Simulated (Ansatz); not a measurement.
Correlation energies of `FC(F)[SiH3]` by basis set

Z-matrix (Å, degrees):
```
C
F 1 1.366
Si 1 1.920 2 110.1
F 1 1.366 2 107.4 3 119.9
H 1 1.097 2 107.2 3 -125.2
H 3 1.484 1 108.1 2 179.5
H 3 1.484 1 108.1 2 -61.3
H 3 1.481 1 108.3 2 59.1
```

The species carries charge 0 and has multiplicity 1. The structure was optimised at the PBE0-D4/def2-TZVP level. Frozen core, restricted reference, the Gaussian-basis code of Ansatz. CBS rows extrapolate triple and quadruple zeta; past MP2 they add the triple-zeta difference.

| basis | HF (Eh) | MP2 corr. |
| --- | --- | --- |
| def2-SVP | -527.70165 | -0.60386 |
| def2-TZVPP | -528.10272 | -0.79051 |
| def2-QZVPP | -528.12233 | -0.85976 |

Estimate the CCSD correlation energy and the (T) correction in each basis where they were run (hartree).


```json
{"basis": "def2-SVP", "CCSD corr.": "-0.64190", "(T)": "-0.01294"}
{"basis": "def2-TZVPP", "CCSD corr.": "-0.82200", "(T)": "-0.02580"}
{"basis": "CBS(def2)", "CCSD corr.": "-0.94255", "(T)": "as TZ"}
```
